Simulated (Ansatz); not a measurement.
C$_{2}$H$_{8}$BGeN (`[BH2][GeH2][C](C)=N`). The species carries charge 0 and has multiplicity 1. The structure was optimised at the PBE0-D4/def2-TZVP level. It is one conformer, not always the lowest.

```xyz
13

B     1.891   -1.238    0.461
Ge    0.950    0.579    0.623
C    -0.967    0.381    0.092
C    -1.246   -0.004   -1.326
N    -1.928    0.559    0.895
H     2.352   -1.806    1.404
H     1.949   -1.770   -0.608
H     1.597    1.596   -0.341
H     0.928    1.187    2.039
H    -0.762   -0.955   -1.568
H    -0.833    0.742   -2.012
H    -2.322   -0.090   -1.487
H    -1.609    0.819    1.829
```

(1) What is the dipole moment at ωB97M-V/def2-TZVPP? (Estimate.)

(2) And with PBE, r2SCAN, B3LYP? (Estimate.)

(3) Give the Mulliken charges with ωB97M-V, r2SCAN, B3LYP in def2-TZVPP. (Estimate.)

Answers

(1) Computed: 1.97 D, with components (1.87, -0.43, -0.42) D in this frame, pointing from negative to positive charge.

(2) Computed: PBE 1.29 D, r2SCAN 1.51 D, B3LYP 1.74 D.

(3) The calculation gave: 
```json
{"atom": "B1", "ωB97M-V": "-0.13", "r2SCAN": "-0.06", "B3LYP": "-0.07"}
{"atom": "Ge2", "ωB97M-V": "-0.03", "r2SCAN": "0.08", "B3LYP": "0.04"}
{"atom": "C3", "ωB97M-V": "-0.07", "r2SCAN": "-0.01", "B3LYP": "-0.07"}
{"atom": "C4", "ωB97M-V": "-0.28", "r2SCAN": "-0.14", "B3LYP": "-0.23"}
{"atom": "N5", "ωB97M-V": "-0.20", "r2SCAN": "-0.25", "B3LYP": "-0.20"}
{"atom": "H6", "ωB97M-V": "0.10", "r2SCAN": "0.03", "B3LYP": "0.06"}
{"atom": "H7", "ωB97M-V": "0.09", "r2SCAN": "0.02", "B3LYP": "0.05"}
{"atom": "H8", "ωB97M-V": "0.03", "r2SCAN": "-0.01", "B3LYP": "-0.01"}
{"atom": "H9", "ωB97M-V": "0.02", "r2SCAN": "-0.02", "B3LYP": "-0.02"}
{"atom": "H10", "ωB97M-V": "0.11", "r2SCAN": "0.06", "B3LYP": "0.09"}
{"atom": "H11", "ωB97M-V": "0.12", "r2SCAN": "0.07", "B3LYP": "0.10"}
{"atom": "H12", "ωB97M-V": "0.11", "r2SCAN": "0.07", "B3LYP": "0.10"}
{"atom": "H13", "ωB97M-V": "0.13", "r2SCAN": "0.17", "B3LYP": "0.15"}
```

B3LYP here is the variant with VWN-RPA as its local correlation; programs differ in this.
